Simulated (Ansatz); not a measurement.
Born–Oppenheimer molecular dynamics of ClFHSn (4 atoms, charge 0, multiplicity 2). It starts from a relaxed structure.

All numbers below come from Ansatz 0.2.0, UKS B3LYP/def2-SVP.

```yaml
ensemble: NVE (velocity Verlet)
time_step: 0.5 fs
steps_asked: 100
starting_velocities_drawn_for: 1500 K
seed: 73717
```

First frame:

```xyz
4
Properties=species:S:1:pos:R:3
F -1.548 0.277 0.870
Sn -0.261 -0.214 -0.518
Cl 1.417 -1.452 0.642
H 0.448 1.329 -1.014
```

(1) How far do the bonds stretch over the last three quarters of this one trajectory? (Pairs bonded in most of those frames.)

Results:

(1) 
| bond | mean (Å) | spread (Å) | shortest | longest |
| --- | --- | --- | --- | --- |
| F1–Sn2 | 1.984 | 0.056 | 1.89 | 2.04 |
| Sn2–Cl3 | 2.535 | 0.024 | 2.48 | 2.56 |
| Sn2–H4 | 1.782 | 0.043 | 1.72 | 1.84 |

Mean temperature of the second half: 581 K. The conserved energy stayed within 0.053 meV per atom of its start (net change 0.031 meV per atom), so the integration is sound. A run of 0.05 ps of so small a system gives no equilibrium averages.

The run took 3.4 min on 1 thread of Intel(R) Xeon(R) 6975P-C (Granite Rapids), on a shared host, peak memory 0.19 GiB.
